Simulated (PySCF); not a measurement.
**Electron correlation in Ne (neon, neutral)**

[Ne], closed-shell 1S. Calculation: PySCF 2.14, in aug-cc-pVDZ; the non-relativistic Hamiltonian (point nucleus). Frozen: 1s2; 8 electrons correlated.

MP2 pair energies summed by pair of shells (mhartree):

```json
{"pair": "2p-2p", "energy": "-158.01", "share (%)": "76.4"}
{"pair": "2s-2p", "energy": "-41.25", "share (%)": "19.9"}
{"pair": "2s-2s", "energy": "-7.61", "share (%)": "3.7"}
```

Total MP2 correlation energy: -206.87 mhartree.

Same-spin part -56.74 and opposite-spin part -150.14 mhartree; SCS-MP2 scales them by 1/3 and 6/5 to -199.08 mhartree.

| level | correlation energy (mhartree) |
| --- | --- |
| CCSD | -210.15 |
| (T) | -2.79 |
| CCSD(T) | -212.94 |

Diagnostics: T1 = 0.0094, D1 = 0.0148, largest double amplitude 0.034.

**Question.** Is a single reference adequate?

**Answer.** Yes: T1 lies below 0.03 and no double amplitude reaches 0.07.
